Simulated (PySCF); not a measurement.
C₄H₁₀Si₂, SMILES C[Si@H]1C=CC[SiH2]1.

Geometry: PBE0-D3(BJ)/def2-SVP. The structure was generated by enumeration; whether it is a known compound was not checked. One conformer was computed; it need not be the lowest.

Level of theory: PySCF with CAM-B3LYP/def2-TZVP.

### Question
Estimate the frontier levels, gap, dipole moment and polarisability. (Estimate from the structure and the level; the computed values follow.)

### Answer

- highest occupied level = -8.63 eV
- lowest empty level = 0.83 eV
- orbital gap = 9.47 eV
- dipole moment = 0.78 D
- quadrupole, principal values (traceless, Buckingham form, about the centre of nuclear charge) = -3.39, -0.95, 4.34 D·Å
- mean static polarisability = 99.2 bohr³ (14.70 Å³)
- polarisability, principal values = 80.6, 99.2, 118.0 bohr³
